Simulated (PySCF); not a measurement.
Run record: excited-state job, `CCC[O][GeH2][NH2]`.

Method: TDDFT B3LYP/def2-SVPD, vertical, gas phase, core orbitals frozen in the response (PySCF 2.14.0, density-fitted response routines). Geometry: GFN2-xTB. The input is one job of a driver script: a line of settings, then coordinates in Å.

Input:
```
{"job": {"kind": "uv", "xc": "B3LYP", "basis": "def2-SVPD", "nstates": 8, "ntriplets": 3}, "charge": 0, "multiplicity": 1}
C     -2.959298    -0.059587    -0.130999
C     -1.550225    -0.635470    -0.096823
C     -0.492945     0.462644    -0.047862
O      0.782935    -0.139705    -0.016785
Ge     2.358961     0.653274     0.039738
N      3.593206    -0.654639     0.059562
H     -3.693313    -0.860653    -0.166470
H     -3.147498     0.543615     0.754412
H     -3.093812     0.570670    -1.007238
H     -1.426461    -1.274728     0.779117
H     -1.372860    -1.247998    -0.982583
H     -0.587649     1.110121    -0.928440
H     -0.643572     1.084209     0.843571
H      2.555459     1.497775    -1.189934
H      2.483603     1.466806     1.299358
H      3.617171    -1.242152    -0.763455
H      3.569300    -1.262152     0.867917
```

Problem. Estimate the output.

Solution. 
```
coarse grid: 60448 points
cycle   1  E = -2327.4009228516  dE = -1.425e-01  |g| = 9.410e-01  |ddm| = 5.606e+00
cycle   2  E = -2327.0029410654  dE =  3.980e-01  |g| = 1.694e+00  |ddm| = 3.599e+00
cycle   3  E = -2327.5542069066  dE = -5.513e-01  |g| = 2.306e-01  |ddm| = 2.237e+00
cycle   4  E = -2327.5636380922  dE = -9.431e-03  |g| = 7.368e-02  |ddm| = 3.607e-01
cycle   5  E = -2327.5645916541  dE = -9.536e-04  |g| = 2.652e-02  |ddm| = 1.610e-01
cycle   6  E = -2327.5647387655  dE = -1.471e-04  |g| = 5.157e-03  |ddm| = 5.079e-02
cycle   7  E = -2327.5647447310  dE = -5.966e-06  |g| = 8.590e-04  |ddm| = 1.131e-02
final grid: 127960 points
cycle   8  E = -2327.5645957070  dE = -6.943e-08  |g| = 1.014e-03  |ddm| = 1.136e-02
cycle   9  E = -2327.5645955079  dE =  1.992e-07  |g| = 1.381e-03  |ddm| = 2.970e-03
cycle  10  E = -2327.5645959533  dE = -4.454e-07  |g| = 1.759e-04  |ddm| = 1.594e-03
cycle  11  E = -2327.5645959593  dE = -6.002e-09  |g| = 3.158e-05  |ddm| = 1.853e-04
cycle  12  E = -2327.5645959595  dE = -2.028e-10  |g| = 5.265e-06  |ddm| = 3.825e-05
converged SCF energy = -2327.5645959595

Static polarisability (au): isotropic 81.450, principal 70.590 75.672 98.088

Singlet excitations
state   eV       nm        f      main configurations
  1   6.4837    191.2   0.04059   H-1->L 0.97
  2   6.6316    187.0   0.00101   H->L 0.98
  3   6.7596    183.4   0.00195   H->L+1 0.81, H->L+2 0.18
  4   7.0863    175.0   0.00897   H-1->L+1 0.88
  5   7.1425    173.6   0.02750   H->L+2 0.73, H->L+1 0.17
  6   7.3279    169.2   0.00625   H-1->L+2 0.42, H-2->L 0.37, H-1->L+3 0.19
  7   7.4260    167.0   0.05221   H-2->L 0.56, H-1->L+2 0.28
  8   7.4460    166.5   0.00932   H->L+3 0.91

Triplet excitations (Tamm-Dancoff, eV): 6.1321 6.5043 6.5536
```

The SCF starts on a coarse grid where the log names one; the energy can jump when the final grid takes over, and dE then counts from the start density on the new grid. H and L stand for HOMO and LUMO; the number after each pair is its weight.

Problem. Which computed singlet has the largest oscillator strength, and what do all of them sum to?

Solution. State 7 at 7.43 eV (167 nm), f = 0.052; the 8 states sum to 0.148.

Main results: HOMO -7.38 eV, LUMO 0.18 eV; lowest singlet 6.48 eV; lowest triplet 6.13 eV (Tamm–Dancoff); mean polarisability 81.4 au.

 The B3LYP/def2-SVPD calculation is non-relativistic and has no spin–orbit coupling, an omission that weighs most on germanium.

Hardware: an x86-64 server with one thread, on a shared host. Cost: 30 s wall.

One conformer stands for the species.
Labels such as C1 count atoms from 1, the log's own numbers from 0.
